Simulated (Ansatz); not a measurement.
`[SiH3][O][AlH][O][SiH3]`, charge 0, multiplicity 1.

(1) Give a relaxed structure at PBE0-D4/def2-TZVP (Ansatz 0.2.0). (An estimate is asked.)

Results:

(1) Ansatz gave: 
Z-matrix (Å, degrees):
```
Si
O 1 1.626
H 1 1.488 2 110.7
H 1 1.486 2 109.7 3 120.1
H 1 1.487 2 109.8 3 -120.1
Al 2 1.677 1 163.4 3 13.3
O 6 1.677 2 119.8 1 1.1
H 6 1.564 2 120.1 1 -178.9
Si 7 1.626 6 163.2 2 0.9
H 9 1.487 7 109.8 6 -110.0
H 9 1.488 7 110.7 6 10.2
H 9 1.486 7 109.7 6 130.2
```
Point group C2.
This is one stationary point; other conformers may exist.
